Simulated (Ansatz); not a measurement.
Relaxation of AlFH3NSSi (8 atoms, charge 0, multiplicity 1), to a largest force component of 0.02 eV/Å in at most 50 steps.

Computed with Ansatz, UKS PBE0-D4/def2-SVP.

```xyz
8
Properties=species:S:1:pos:R:3:forces:R:3
N 0.462 1.474 0.712 -0.47 1.43 -2.29
Si 0.556 -0.136 0.028 2.47 0.88 2.22
F 2.079 -0.790 0.021 -0.75 1.01 -0.01
Al -1.297 -1.442 -0.119 -2.29 -1.97 0.31
S -0.386 -0.313 -1.882 -0.53 0.13 -1.93
H 1.007 2.154 0.102 -0.42 -0.73 1.23
H -0.549 1.823 0.558 1.85 -0.85 0.55
H -0.808 -0.505 -3.182 0.15 0.10 -0.07
```

**Question.** Where does it end, and by what steps?

**Answer.** The run converged. After 24 steps the energy has fallen by 1.511 eV; H7 moved furthest, 1.13 Å. Parted: Al4–S5.

```
step  energy less start (eV)  largest force component (eV/Å)  accepted
   0                  0.0000                           2.466       yes
   1                 -0.7152                           1.906       yes
   2                 -1.0179                           0.927       yes
   3                 -1.1207                           0.890       yes
   4                 -1.2350                           0.639       yes
   5                 -1.2913                           1.197       yes
   6                 -1.3436                           0.711       yes
   7                 -1.3840                           0.306       yes
   8                 -1.4047                           0.147       yes
   9                 -1.4308                           0.364       yes
  10                 -1.4427                           0.517       yes
  11                 -1.4608                           0.186       yes
  12                 -1.4682                           0.118       yes
  13                 -1.4743                           0.091       yes
  14                 -1.4782                           0.637       yes
  15                 -1.4881                           0.214       yes
  16                 -1.4942                           0.229       yes
  17                 -1.4972                           0.733       yes
  18                 -1.5058                           0.210       yes
  19                 -1.5080                           0.087       yes
  20                 -1.5097                           0.088       yes
  21                 -1.5105                           0.127       yes
  22                 -1.5104                           0.176        no
  23                 -1.5108                           0.026       yes
  24                 -1.5110                           0.017       yes
```

```xyz
8
Properties=species:S:1:pos:R:3
N 0.265 1.526 0.418
Si 0.345 -0.114 -0.086
F 1.876 -0.570 -0.474
Al -1.711 -1.633 -0.120
S -0.624 0.043 -2.127
H 0.693 2.285 -0.104
H 0.197 1.739 1.406
H 0.024 -1.012 -2.674
```

The run took 100 s on 2 threads of Arm Neoverse V2 (shared host), peak memory 0.29 GiB.
